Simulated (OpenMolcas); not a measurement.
**Al+: RASPT2 settings compared**

```json
{
  "Program": "OpenMolcas",
  "Basis": "ANO-L-VQZP [6s5p3d2f]",
  "Scalar Hamiltonian": "non-relativistic, point nucleus",
  "Active space": "2 electrons in 9 orbitals (RAS2 3s 3p; RAS3 3d, at most 2 electrons)",
  "State averaging": "2S+1 = 3 even, 3 roots; 2S+1 = 1 even, 7 roots kept (CI in the orbitals of an earlier block); 2S+1 = 3 odd, 3 roots; 2S+1 = 1 odd, 3 roots kept (CI in the orbitals of an earlier block)",
  "Spin-orbit coupling": "RASSI with atomic mean-field integrals over the reference wave functions, term energies averaged over their components"
}
```

Methods on the same reference wave functions:
A. RASSCF
B. SS-RASPT2, IPEA 0.35 Eh, imaginary shift 0.05 Eh (closed shells correlated: 2s 2p)
C. SS-RASPT2, IPEA 0.6 Eh, no level shift (closed shells correlated: 2s 2p)
D. MS-RASPT2, IPEA 0.35 Eh, imaginary shift 0.05 Eh (closed shells correlated: 2s 2p)
E. MS-RASPT2, IPEA 0.6 Eh, no level shift (closed shells correlated: 2s 2p)

Energies in cm⁻¹ above 3s² ¹S₀, the measured ground level; measured values from NIST Handbook of Basic Atomic Spectroscopic Data.

| Level | A | B | C | D | E | Measured |
| --- | --- | --- | --- | --- | --- | --- |
| 3s² ¹S₀ | 0.0 | 0.0 | 0.0 | 0.0 | 0.0 | 0.0 |
| 3s 3p ³P°₀ | 33922 | 35630 | 35580 | 35640 | 35590 | 37393 |
| 3s 3p ³P°₁ | 33970 | 35670 | 35630 | 35690 | 35640 | 37454 |
| 3s 3p ³P°₂ | 34066 | 35770 | 35730 | 35790 | 35740 | 37578 |
| 3s 3p ¹P°₁ | 59849 | 59130 | 59200 | 59140 | 59210 | 59852 |
| 3p² ¹D₂ | 84303 | 83910 | 84090 | 83930 | 84100 | 85481 |

Deviations, from unrounded energies. A percentage is the sum of absolute deviations over the sum of measured energies, with the sign that they share, or ± where signs differ.

```
           Against measurement  Levels     A     B     C     D     E
mean absolute deviation (cm-1)       5  2300  1500  1500  1500  1500
      other configurations (%)       5  -4.5  -3.0  -2.9  -2.9  -2.9
```

B, C, D, E lie about equally close to measurement and A furthest from it. The largest miss of E in the table is 3s 3p ³P°₂, by -1800 cm-1. The ranking rests on the paired levels alone, and a cruder setting can come out closer through cancelling errors.

Among B to E the level of the table that moves most is 3p² ¹D₂, by 190 cm-1 (lowest in B, highest in E). Moves below CASPT2's spread within the term are not significant.

The two smallest mean deviations differ by little beside CASPT2's spread within terms, so their order carries little weight.

The lowest spin-free term lies below A's lowest term by 0.031 hartree in B, 0.031 hartree in C, 0.032 hartree in D, 0.031 hartree in E.

Term energies are means over components that CASPT2 splits; among the terms shown or strongly mixed into the levels shown the widest spread is 23 cm-1 (3p² ¹D, D). Terms from blocks run as CI alone lack orbitals of their own. Active for correlation alone: 3d; no level in the range computed is led by a configuration that fills it, so any true level of that kind is missing. Some terms mix strongly with configurations of 3d, whose occupation reaches 0.28 (3p² ¹D). Without dynamic correlation excited terms often stand tens of per cent too high (terms of higher spin than the ground term too low), and those without a measured partner can miss by more than the paired ones (holds for A). Computed and measured levels are paired by configuration, term and J; levels that our copy of the source lacks, or whose pairing is in doubt (as where it misses far off the trend of its configuration), stay unpaired and out of the deviations. Only configurations of the active space appear. The table leaves out levels that lie high or whose names do not pair safely across all columns.

° marks odd parity.
